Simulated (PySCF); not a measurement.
C₄H₈OSi, SMILES [SiH3]/C=C1\CCO1. Coordinates come from a ωB97X-D3(BJ)/def2-SVP optimisation. The structure was generated by enumeration; whether it is a known compound was not checked.

Q: Give the equilibrium geometry at ωB97X-D3(BJ)/def2-SVP (PySCF confirms it by a frequency run) as Cartesian coordinates in Å, and its point group. (The exact figures need the calculation; the answer reports its results.)

A: point group Cs.
```xyz
14

Si     0.1815     2.2849     0.0000
C     -0.8450     0.7410     0.0000
C     -0.3026    -0.4810     0.0000
C      1.0832    -1.0974     0.0000
C      0.2961    -2.4216     0.0000
O     -0.9513    -1.6887     0.0000
H      1.6279     1.9067     0.0000
H     -0.0824     3.1311    -1.2033
H     -0.0824     3.1311     1.2033
H     -1.9404     0.7838     0.0000
H      1.6837    -0.8933    -0.8978
H      1.6837    -0.8933     0.8978
H      0.3939    -3.0456    -0.9020
H      0.3939    -3.0456     0.9020
```
